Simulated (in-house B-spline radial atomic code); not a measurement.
The numbers below are computed, except where a source is named.
## Making a Troullier-Martins p channel for Br, r_c = 2.11 bohr

Br, [Ar] 3d10 4s2 4p5, non-relativistic LDA (VWN5), spherical and spin-unpolarised, from a B-spline radial code for spherical atoms (atomic units). The all-electron 4p level is ε = -0.295334 hartree, its outermost node lies just inside 0.73 bohr and its outer maximum at 1.67 bohr.

Inside r_c the pseudo-orbital is u(r) = r^2 exp(p(r)), with p = c0 + c2 r² + c4 r⁴ + … + c12 r¹². The seven coefficients follow from p and its first four derivatives at r_c, from zero curvature of the screened potential at the origin, c4 = −c2²/(2l + 5), and from the norm inside r_c. At r_c the all-electron orbital has P = 0.6829952, P' = -0.24145, the screened potential V = -0.7114394, V' = 0.8378473, V'' = -1.377429, and the norm inside is Q = 0.5714285.

Question: What are p, p' and p'' at r_c?

Answer: p = ln(P/r_c^2) = ln(0.6829952/4.4521) = -1.87464. p' = P'/P − 2/r_c = -0.35352 − 0.94787 = -1.30138. The radial equation gives p'' = 2(V − ε) − 2(2) p'/r_c − p'² = -0.83221 − (-2.46708) − 1.69360 = -0.05873. Differentiating, p''' = 2V' + 2(2)p'/r_c² − 2(2)p''/r_c − 2p'p'' = 0.46494, and p'''' = 2V'' − 4(2)p'/r_c³ + 4(2)p''/r_c² − 2(2)p'''/r_c − 2p''² − 2p'p''' = -1.4303.

For a trial c2 the five matching conditions are linear in c0, c6, c8, c10 and c12, and c2 is varied until the norm inside r_c equals Q. The root nearest zero gives:

```
 n           c_n
 0    -0.5028663
 2    -0.2115484
 4  -0.006393247
 6   -0.02803761
 8    0.01069027
10  -0.001497311
12  7.576411e-05
```

Question: Check c4 and p(r_c), and find the screened pseudopotential at the origin.

Answer: −c2²/7 = -0.00639325, as listed. The terms c_n r_c^n are -0.50287, -0.94183, -0.12672, -2.47421, 4.19999, -2.61901, 0.59000, which sum to -1.87464. Inverting the radial equation, V_l(r) = ε + 2 p'/r + (p'' + p'²)/2, so V_l(0) = ε + (2l + 3) c2 = -0.295334 + 5 × (-0.211548) = -1.3531 hartree, finite where the all-electron potential diverges.

Orbitals and screened potentials:

| r (bohr) | P | u | V all-electron | V pseudo |
| --- | --- | --- | --- | --- |
| 0.211 | -0.02276 | 0.02667 | -82.9 | -1.355 |
| 0.528 | -0.2691 | 0.1588 | -15.93 | -1.4 |
| 0.844 | 0.2135 | 0.3665 | -5.938 | -1.566 |
| 1.16 | 0.576 | 0.5818 | -2.944 | -1.746 |
| 1.477 | 0.7277 | 0.7193 | -1.694 | -1.622 |
| 1.793 | 0.7405 | 0.7397 | -1.064 | -1.126 |
| 2.11 | 0.683 | 0.683 | -0.7114 | -0.7114 |

Logarithmic derivatives P'/P at R = 2.41 bohr, for energies E around ε:

```json
{"E − ε (hartree)": "-0.5", "all-electron": "0.660591", "pseudo": "0.657694"}
{"E − ε (hartree)": "-0.25", "all-electron": "0.230426", "pseudo": "0.228961"}
{"E − ε (hartree)": "-0.1", "all-electron": "-0.139752", "pseudo": "-0.140144"}
{"E − ε (hartree)": "0", "all-electron": "-0.473401", "pseudo": "-0.473402"}
{"E − ε (hartree)": "0.1", "all-electron": "-0.927892", "pseudo": "-0.928823"}
{"E − ε (hartree)": "0.25", "all-electron": "-2.08447", "pseudo": "-2.09872"}
{"E − ε (hartree)": "0.5", "all-electron": "-14.7735", "pseudo": "-16.5374"}
```

Question: With P(R) = 0.6024433 and a norm of 0.695934 inside R, what slope in energy does norm conservation fix?

Answer: d(P'/P)/dE = −2 × (norm inside R)/P(R)² = -3.8350 per hartree·bohr at E = ε, for both atoms, since orbital and norm agree at R. Differences over ±0.1 hartree give -3.9407 (all-electron) and -3.9434 (pseudo), which also hold third-order terms. Half a hartree below ε the two curves differ by -0.0029.
